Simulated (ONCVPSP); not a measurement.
# Which change was made? (Gd, ONCV)

gadolinium, optimised norm-conserving Vanderbilt (ONCV), made with ONCVPSP 4.0.1 (PBEsol, scalar-relativistic). Core [Kr] 4d10, reference 4f7 5s2 5p6 5d1.5 6s1.5. Waves: 5s+6s: rc 2.00 bohr, ncon 3, nbas 7, qcut 6.1 1/bohr, 2 projectors; 5p: rc 2.45 bohr, ncon 4, nbas 9, qcut 6 1/bohr, 1 projector; 5d: rc 2.65 bohr, ncon 4, nbas 8, qcut 4.1 1/bohr, 2 projectors, debl 3.5 Ha; 4f: rc 0.90 bohr, ncon 5, nbas 8, qcut 19.2 1/bohr, 2 projectors, debl 3.6 Ha. Local part: polynomial inside 0.70 bohr (lpopt 3, dvloc0 6 Ha). Core correction: Teter function, fcfact 4.25, rcfact 1.5.

Cutoffs, loose and tight: the cutoffs (Ha) at which the residual kinetic energy of the hardest occupied pseudo-wave falls to 1 and 0.1 mHa per electron. They do not see the model core or the augmentation charge, which bear on the density cutoff. Test errors are all-electron minus pseudo excitation energies from the reference, over the configurations 4f7 5s2 5p6 5d1 6s2; 4f7 5s2 5p6 5d1 6s1; 4f7 5s2 5p6 5d1 6s0; 4f6 5s2 5p6 5d1 6s2; variants that change the core or the reference have their own tests.

The base gives: outcome: generated; cutoff, loose: 163 Ha; cutoff, tight: 182 Ha; bound ghosts: s, p; GHOST(+) flags above zero: d; largest test error (meV): -79.

Question: After one change the result is: outcome: generated; cutoff, loose: 163 Ha; cutoff, tight: 182 Ha; bound ghosts: s, p; GHOST(+) flags above zero: d; largest test error (meV): -101. Which change was it?
A. all radii but the core radius scaled by about 1.19 (s 2.38, p 2.92, d 3.16, f 1.08 bohr); local potential polynomial inside 0.84 bohr (lpopt 3, dvloc0 6 Ha)
B. local potential polynomial inside 0.75 bohr (lpopt 5, dvloc0 -1 Ha)
C. local potential polynomial inside 0.70 bohr (lpopt 3, dvloc0 7 Ha)

Answer: C. The others give: all radii but the core radius scaled by about 1.19 (s 2.38, p 2.92, d 3.16, f 1.08 bohr); local potential polynomial inside 0.84 bohr (lpopt 3, dvloc0 6 Ha) → outcome: generated; cutoff, loose: 137 Ha; cutoff, tight: 153 Ha; bound ghosts: s, p; GHOST(+) flags above zero: d; largest test error (meV): +797 | local potential polynomial inside 0.75 bohr (lpopt 5, dvloc0 -1 Ha) → outcome: generated; cutoff, loose: 163 Ha; cutoff, tight: 182 Ha; bound ghosts: s, p; GHOST(+) flags above zero: s, d; largest test error (meV): +45.
